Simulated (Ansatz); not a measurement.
`CO[CH2][GaH2]` + HI → `[GaH2][I]` + `COC` at 600 K and 1 bar (ligand exchange at a Ga–C bond).

Computed with Ansatz on PBE0-D4/def2-TZVP structures; ΔE is electronic, products minus reactants. CCSD(T)/CBS adds triple-zeta CCSD(T) − MP2 to the extrapolated MP2 energy (def2 sets, frozen cores). def2 core potentials past Kr. For Ga, I outer-core shells are correlated without core-valence functions, which leaves a few kJ/mol of doubt a bond. Scalar relativity is left out up to krypton. Each species was taken in one conformer, which may not be the lowest.

```csv
species,CCSD(T)/CBS energy (Eh),H − E (kJ/mol),S (J/(mol·K))
`CO[CH2][GaH2]`,-2079.37706,274.9,442.0
HI,-298.03592,31.6,227.0
`[GaH2][I]`,-2222.61527,67.0,325.9
`COC`,-154.86276,248.7,321.2
```

H − E and S are ideal-gas, rigid-rotor, harmonic terms from PBE0-D4/def2-TZVP, for one conformer and one mirror image of each species. 1 Eh = 2625.50 kJ/mol, R = 8.31446 J/(mol·K).

**Question.** By hand: ΔE, ΔH, ΔS and ΔG.

**Answer.** ΔE = (-2222.61527) + (-154.86276) − (-2079.37706) − (-298.03592) = -0.06505 Eh = -170.8 kJ/mol. Δ(H − E) = 67.0 + 248.7 − 274.9 − 31.6 = 9.2, so ΔH = -161.6 kJ/mol. ΔS = 325.9 + 321.2 − 442.0 − 227.0 = -21.9 J/(mol·K). ΔG = -161.6 − 600 × (-21.9)/1000 = -148.5 kJ/mol.

**Question.** By hand: the equilibrium constant, and the temperature at which ΔG would vanish if ΔH and ΔS stayed fixed.

**Answer.** log₁₀ K = −ΔG/(RT ln 10) = 12.9. ΔG = 0 at ΔH/ΔS = 7379 K, far beyond where these terms or the molecules hold.

ΔH outweighs TΔS. A doubt of 5 kJ/mol in ΔE shifts log₁₀ K by 0.4 here. Other conformers and mirror images would add mixing entropy, several J/(mol·K) or more a flexible species. Modes under 60 cm⁻¹, often nearly free rotors, make the harmonic entropy too high. These are equilibria of isolated gas molecules and say nothing of rates. Largest T1 diagnostic: 0.012 (customary marks: 0.02 for closed shells, 0.045 for open ones).
